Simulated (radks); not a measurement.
Problem. The mean radii <r> (bohr) of the occupied orbitals of an atom or ion are listed with their occupations. Calculated with a radial shooting solver on a logarithmic mesh with Libxc functionals: non-relativistic Kohn-Sham, PBE, spin-polarised, spherical densities, point nucleus.

orbital  occ.      <r>
1s down     1  0.06705
1s up       1  0.06705
2s up       1   0.3112
2s down     1   0.3107
2p up       3   0.2753
2p down     3   0.2748
3s up       1   0.9641
3s down     1   0.9643
3p up       3    1.033
3p down     3    1.035
3d up       4    1.509

Name the element and its charge. Open shells, if any, are filled with parallel spins first.

Solution. Z = 23, vanadium, charge +1: V+ in [Ar] 3d4. The 1s radius gives Z: for a bare nucleus <r> = 1.5/Z, 0.06522 bohr for Z = 23, and screening makes it slightly larger (0.06705 here). The occupations add up to 22, and the charge is Z minus that.
